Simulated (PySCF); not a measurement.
System: GeCl4, charge 0, multiplicity 1. 
Coordinates optimised at B3LYP-D3(BJ)/def2-TZVP (Ansatz):
SMILES: [Cl][Ge]([Cl])([Cl])[Cl]
```xyz
5

Cl    -1.2365    -1.6405    -0.5769
Ge     0.0000     0.0000     0.0000
Cl     1.8419    -0.0856    -1.0738
Cl    -0.9976     1.8332    -0.4440
Cl     0.3922    -0.1071     2.0947
```
Charge 0, spin multiplicity 1.

Dispersion corrections to the total energy (kcal/mol) from the dftd3 and dftd4 libraries through PySCF: D3(BJ) without and D4 with the three-body term, each with the damping fitted for the functional named.

```json
[
 {"functional": "HF", "D3(BJ)": "-34.84", "D4": "[?]"},
 {"functional": "BLYP", "D3(BJ)": "[?]", "D4": "-12.29"},
 {"functional": "r2SCAN", "D3(BJ)": "-1.44", "D4": "-1.30"},
 {"functional": "B2GP-PLYP", "D3(BJ)": "-6.41", "D4": "-2.58"},
 {"functional": "B3LYP", "D3(BJ)": "-10.09", "D4": "-9.65"},
 {"functional": "revPBE", "D3(BJ)": "-11.31", "D4": "-13.27"},
 {"functional": "B2PLYP", "D3(BJ)": "[?]", "D4": "-4.10"}
]
```

Problem. Complete the blanks.

Solution. 
- HF, D4: -16.79
- BLYP, D3(BJ): -12.01
- B2PLYP, D3(BJ): -5.42
